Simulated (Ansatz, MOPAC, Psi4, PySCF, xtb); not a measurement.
Pair of molecules: HF (SMILES F) (first 2 atoms) with CH2O2 (SMILES O=CO); geometry from B3LYP-D3(BJ)/def2-TZVP, rigid monomers moved along the line of their centres of mass till H2···O3 is 1.49 Å.
(charge 0, multiplicity 1):
```
atom    x (Å)    y (Å)   z (Å)
----  -------  -------  ------
F      0.3902   0.0014  0.4621
H     -0.1553  -0.4725  1.0950
O     -0.6676  -0.7876  2.4544
C     -0.0863  -0.0380  3.2119
O      0.8142   0.8632  2.8638
H     -0.2571  -0.0357  4.2926
H      0.9420   0.8335  1.8891
```

```json
[
 {"level": "GFN-FF", "interaction energy (kJ/mol)": "-9.3", "minus MP2/CBS(aug-cc-pVDZ, aug-cc-pVTZ) + ΔCCSD(T)/aug-cc-pVDZ": "35.4", "cost": "-"},
 {"level": "AM1", "interaction energy (kJ/mol)": "48.3", "minus MP2/CBS(aug-cc-pVDZ, aug-cc-pVTZ) + ΔCCSD(T)/aug-cc-pVDZ": "93.0", "cost": "-"},
 {"level": "GFN1-xTB", "interaction energy (kJ/mol)": "-57.3", "minus MP2/CBS(aug-cc-pVDZ, aug-cc-pVTZ) + ΔCCSD(T)/aug-cc-pVDZ": "-12.6", "cost": "-"},
 {"level": "HF/STO-3G (no counterpoise)", "interaction energy (kJ/mol)": "-34.4", "minus MP2/CBS(aug-cc-pVDZ, aug-cc-pVTZ) + ΔCCSD(T)/aug-cc-pVDZ": "10.3", "cost": "-"},
 {"level": "HF/6-31G*", "interaction energy (kJ/mol)": "-29.8", "minus MP2/CBS(aug-cc-pVDZ, aug-cc-pVTZ) + ΔCCSD(T)/aug-cc-pVDZ": "14.9", "cost": "-"},
 {"level": "HF/aug-cc-pVTZ", "interaction energy (kJ/mol)": "-33.2", "minus MP2/CBS(aug-cc-pVDZ, aug-cc-pVTZ) + ΔCCSD(T)/aug-cc-pVDZ": "11.5", "cost": "-"},
 {"level": "PBE-D3(BJ)/def2-TZVPPD", "interaction energy (kJ/mol)": "-52.3", "minus MP2/CBS(aug-cc-pVDZ, aug-cc-pVTZ) + ΔCCSD(T)/aug-cc-pVDZ": "-7.6", "cost": "×1"},
 {"level": "BP86/6-31G* (no counterpoise)", "interaction energy (kJ/mol)": "-70.8", "minus MP2/CBS(aug-cc-pVDZ, aug-cc-pVTZ) + ΔCCSD(T)/aug-cc-pVDZ": "-26.1", "cost": "-"},
 {"level": "r2SCAN/def2-TZVPPD", "interaction energy (kJ/mol)": "-56.5", "minus MP2/CBS(aug-cc-pVDZ, aug-cc-pVTZ) + ΔCCSD(T)/aug-cc-pVDZ": "-11.8", "cost": "×1"},
 {"level": "B3LYP-D3(BJ)/def2-TZVPPD", "interaction energy (kJ/mol)": "-50.0", "minus MP2/CBS(aug-cc-pVDZ, aug-cc-pVTZ) + ΔCCSD(T)/aug-cc-pVDZ": "-5.3", "cost": "×1"},
 {"level": "B3LYP-D4/def2-TZVPPD", "interaction energy (kJ/mol)": "-49.3", "minus MP2/CBS(aug-cc-pVDZ, aug-cc-pVTZ) + ΔCCSD(T)/aug-cc-pVDZ": "-4.6", "cost": "×1"},
 {"level": "PBE0-D3(BJ)/def2-TZVPPD", "interaction energy (kJ/mol)": "-54.5", "minus MP2/CBS(aug-cc-pVDZ, aug-cc-pVTZ) + ΔCCSD(T)/aug-cc-pVDZ": "-9.7", "cost": "×2"},
 {"level": "PBE0-D4/def2-TZVPPD", "interaction energy (kJ/mol)": "-54.2", "minus MP2/CBS(aug-cc-pVDZ, aug-cc-pVTZ) + ΔCCSD(T)/aug-cc-pVDZ": "-9.5", "cost": "×2"},
 {"level": "MP2/6-31G* (no counterpoise)", "interaction energy (kJ/mol)": "-58.6", "minus MP2/CBS(aug-cc-pVDZ, aug-cc-pVTZ) + ΔCCSD(T)/aug-cc-pVDZ": "-13.9", "cost": "-"},
 {"level": "SCS-MP2/aug-cc-pVDZ", "interaction energy (kJ/mol)": "-28.8", "minus MP2/CBS(aug-cc-pVDZ, aug-cc-pVTZ) + ΔCCSD(T)/aug-cc-pVDZ": "16.0", "cost": "-"},
 {"level": "SCS-MP2/aug-cc-pVTZ", "interaction energy (kJ/mol)": "-35.4", "minus MP2/CBS(aug-cc-pVDZ, aug-cc-pVTZ) + ΔCCSD(T)/aug-cc-pVDZ": "9.3", "cost": "-"},
 {"level": "CCSD/aug-cc-pVDZ", "interaction energy (kJ/mol)": "-32.9", "minus MP2/CBS(aug-cc-pVDZ, aug-cc-pVTZ) + ΔCCSD(T)/aug-cc-pVDZ": "11.8", "cost": "-"},
 {"level": "CCSD(T)/aug-cc-pVDZ", "interaction energy (kJ/mol)": "-34.9", "minus MP2/CBS(aug-cc-pVDZ, aug-cc-pVTZ) + ΔCCSD(T)/aug-cc-pVDZ": "9.8", "cost": "×5"},
 {"level": "MP2/CBS(aug-cc-pVDZ, aug-cc-pVTZ) + ΔCCSD(T)/aug-cc-pVDZ", "interaction energy (kJ/mol)": "-44.7", "minus MP2/CBS(aug-cc-pVDZ, aug-cc-pVTZ) + ΔCCSD(T)/aug-cc-pVDZ": "0.0", "cost": "×8"},
 {"level": "SAPT0/jun-cc-pV(D+d)Z", "interaction energy (kJ/mol)": "-51.3", "minus MP2/CBS(aug-cc-pVDZ, aug-cc-pVTZ) + ΔCCSD(T)/aug-cc-pVDZ": "-6.6", "cost": "-"}
]
```

 The comparison column counts from a level with limits of its own.

The rows run from -70.8 (BP86/6-31G* (no counterpoise)) to 48.3 kJ/mol (AM1).

Monomers are frozen at their geometry in the pair; levels with a basis set take the counterpoise correction. Rows marked so take none.

Frozen-core correlation. CBS(a, b) extrapolates the correlation energy as X⁻³ and adds the Hartree–Fock energy of set b. Rows in 6-31G*, STO-3G carry no dispersion term and start afresh at each structure (6-31G* with six Cartesian d functions). MP2/6-31G* freezes PySCF's default core. The state reached by AM1 isn't checked.

Programs: Ansatz (a program for electronic structure); MOPAC for AM1 (differences of heats of formation); Psi4 for SAPT; PySCF for 6-31G* rows, STO-3G rows, the dispersion terms; xtb for the GFN methods. Values without a source in brackets are computed.

Costs are rough ratios of core time to PBE/def2-TZVPPD (about 4 s over the structures, on one shared machine); a dash marks a level with no comparable run of its own.
